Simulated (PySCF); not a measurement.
Members of one family of related compounds. Computed, not measured: TDDFT CAM-B3LYP/def2-SVPD, vertical, gas phase, core orbitals frozen in the response in PySCF 2.14.0, density-fitted response routines. Geometries: PBE0-D3(BJ)/def2-SVP; one conformer of each isolated species. Triplets are in the Tamm–Dancoff approximation. Ions are computed without counter-ions or solvent.

Question: Rank by computed HOMO energy, highest first.
A. `N[SiH2][PH3+]`
B. `FC[SiH2][PH3+]`
C. `C#C[SiH2][PH3+]`
D. `[PH3+][SiH2]S`
E. `[SiH2]([PH3+])OC(C)C`
F. `C=N[SiH2][PH3+]`

Answer: F (-13.00 eV), D (-13.68 eV), E (-13.81 eV), A (-14.00 eV), C (-14.17 eV), B (-15.27 eV).

| SMILES | HOMO (eV) | S1 (eV) | LUMO (eV) | first f ≥ 0.01 (nm) | T1 (eV) | S1 mainly |
| --- | --- | --- | --- | --- | --- | --- |
| C=N[SiH2][PH3+] | -13.00 | 3.85 | -4.58 | 220 | 3.34 | H→L (95%) |
| [PH3+][SiH2]S | -13.68 | 5.86 | -4.47 | 212 | 5.36 | H→L (86%) |
| CC(C)O[SiH2][PH3+] | -13.81 | 6.49 | -4.12 | 174 | 6.26 | H→L (85%) |
| N[SiH2][PH3+] | -14.00 | 6.40 | -4.15 | 176 | 5.90 | H→L (96%) |
| C#C[SiH2][PH3+] | -14.17 | 5.46 | -4.63 | 212 | 4.62 | H→L (82%) |
| FC[SiH2][PH3+] | -15.27 | 7.07 | -4.60 | 154 | 6.57 | H→L (90%) |

H and L stand for HOMO and LUMO.
